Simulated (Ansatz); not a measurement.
`N[Si](O)([SiH3])Cl` + HCl → `N[Si]([SiH3])(Cl)Cl` + H₂O at 600 K and 1 bar (ligand exchange at the Si–O bond).

Gas-phase electronic energies from Ansatz, PBE0-D4/def2-TZVP geometries. CCSD(T)/CBS is the MP2 limit (def2-TZVPP, def2-QZVPP) plus CCSD(T) − MP2 in def2-TZVPP, frozen cores. This one scheme is used for every species. Each species was taken in one conformer, which may not be the lowest.

```
              species  CCSD(T)/CBS energy (Eh)  H − E (kJ/mol)  S (J/(mol·K))
 `N[Si](O)([SiH3])Cl`              -1171.56069           252.6          509.8
                  HCl               -460.38127            35.4          207.2
`N[Si]([SiH3])(Cl)Cl`              -1555.56297           216.5          495.6
                  H₂O                -76.37941            76.8          212.8
```

H − E and S are ideal-gas, rigid-rotor, harmonic terms from PBE0-D4/def2-TZVP, for one conformer and one mirror image of each species. 1 Eh = 2625.50 kJ/mol, R = 8.31446 J/(mol·K).

**Question.** By hand: ΔE, ΔH, ΔS and ΔG.

**Answer.** ΔE = (-1555.56297) + (-76.37941) − (-1171.56069) − (-460.38127) = -0.00042 Eh = -1.1 kJ/mol. Δ(H − E) = 216.5 + 76.8 − 252.6 − 35.4 = 5.3, so ΔH = 4.2 kJ/mol. ΔS = 495.6 + 212.8 − 509.8 − 207.2 = -8.6 J/(mol·K). ΔG = 4.2 − 600 × (-8.6)/1000 = 9.4 kJ/mol.

**Question.** By hand: the equilibrium constant, and the temperature at which ΔG would vanish if ΔH and ΔS stayed fixed.

**Answer.** log₁₀ K = −ΔG/(RT ln 10) = -0.8. ΔH and −TΔS have one sign here, so there is no such temperature. One of them is within its doubt of zero, so this could turn.

TΔS isn't small against ΔH here. A doubt of 5 kJ/mol in ΔE shifts log₁₀ K by 0.4 here. Other conformers and mirror images would add mixing entropy, several J/(mol·K) or more a flexible species. Modes under 60 cm⁻¹, often nearly free rotors, make the harmonic entropy too high. These are equilibria of isolated gas molecules and say nothing of rates. Largest T1 diagnostic: 0.012 (customary marks: 0.02 for closed shells, 0.045 for open ones).
